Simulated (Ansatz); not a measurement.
C₃H₁₀BN, SMILES `CBCNC`, relaxed with RKS PBE-D4/def2-SVP in Ansatz from a rough embedded geometry. The force threshold is 0.03 eV/Å; the program also tests the step.

Charge 0, multiplicity 1.

Start:

```xyz
15

C    -1.966   -0.899    0.413
B    -0.856    0.032    0.980
C     0.659   -0.314    0.675
N     1.027   -0.253   -0.706
C     1.241    1.075   -1.219
H    -2.998   -0.459    0.684
H    -1.926   -0.845   -0.720
H    -1.862   -1.885    0.745
H    -1.154    0.985    1.692
H     1.324    0.400    1.285
H     0.848   -1.329    1.111
H     1.844   -0.823   -0.877
H     2.081    1.526   -0.739
H     1.394    1.069   -2.299
H     0.345    1.718   -1.026
```

(1) How much energy does the relaxation release, and in how many steps? (An estimate is asked.)

(2) Which bonds change most? (Best estimate.)

(3) Give the relaxed structure. (Best estimate.)

## Answers

(1) The calculation gave: 55.66 kJ/mol, in 24 steps, 3 of them rejected.

(2) Computed: C1–H8 from 1.045 to 1.110 Å; C5–H13 from 1.068 to 1.124 Å; C1–H6 from 1.154 to 1.118 Å; C1–H7 from 1.135 to 1.108 Å.

(3) Computed: 
```xyz
15

C    -1.859   -0.610    0.195
B    -0.710   -0.294    1.208
C     0.814   -0.252    0.822
N     1.148   -0.329   -0.595
C     0.922    0.915   -1.307
H    -2.373    0.360   -0.015
H    -1.495   -1.013   -0.771
H    -2.650   -1.261    0.622
H    -0.975   -0.093    2.387
H     1.336    0.578    1.379
H     1.181   -1.176    1.340
H     2.129   -0.606   -0.710
H     1.443    1.809   -0.868
H     1.251    0.818   -2.362
H    -0.162    1.154   -1.326
```
